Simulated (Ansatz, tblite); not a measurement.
Cost and result up the ladder for Sn10OH14 (25 atoms). Charge 0, multiplicity 1. Geometry: PBE-D4/def2-SVP.

```xyz
25

Sn    1.9235   -1.8029    1.6515
Sn    0.6920    2.6209    1.8192
Sn    2.3553    0.8261   -2.1043
Sn   -0.8443   -2.4761   -1.9520
Sn   -2.0867    1.9495   -1.7907
Sn   -2.5271   -0.6609    1.9576
Sn    2.5160    0.7838    0.7083
Sn   -0.6898   -2.4941    0.8610
Sn   -1.9473    1.9552    1.0600
Sn   -0.2435    0.1008   -2.9443
O    -3.2535    3.0348   -2.7895
H     2.0544   -1.8485    3.3823
H     3.0606   -2.9463    1.0076
H     0.8072    2.5854    3.5527
H     1.0620    4.2358    1.3020
H     3.5054   -0.2884   -2.7771
H     2.7435    2.4070   -2.7067
H     0.2912   -3.6158   -2.6077
H    -2.4282   -2.9530   -2.4780
H    -2.4388   -0.7060    3.6919
H    -4.1473   -1.0885    1.5053
H     4.1290    1.2357    1.1856
H    -1.0803   -4.0919    1.4341
H    -3.0865    3.0981    1.7106
H    -0.3668    0.1397   -4.6793
```

Ansatz on 2 threads of AMD EPYC 7R13 on a shared host and a share (18 GiB) of an NVIDIA H100 80GB HBM3; xTB runs through tblite on one thread. Times are rough, summed over both states, and most runs start from the orbitals of an earlier one. ωB97X-V/def2-TZVP serves as the yardstick here, not as an exact answer. The other state is a doublet.

In the def2 sets Sn takes a core potential; there is no spin–orbit coupling. The xTB rows come from tblite. Single mean-field runs in def2-TZVP are fitted with def2-universal-jkfit.

Raw xTB energies of ions are shifted by several eV.

```tsv
level	functions	wall time	vertical IE (eV)	difference from ωB97X-V/def2-TZVP (eV)
GFN1-xTB	122	0.14 s	12.34	4.89
GFN2-xTB	108	0.19 s	12.26	4.81
PBE-D4/def2-TZVP	615	14 s	7.30	-0.15
PBE0-D4/def2-TZVP (with forces)	615	18 s	7.37	-0.08
ωB97X-V/def2-TZVP (with forces)	615	29 s	7.45	0.00
```
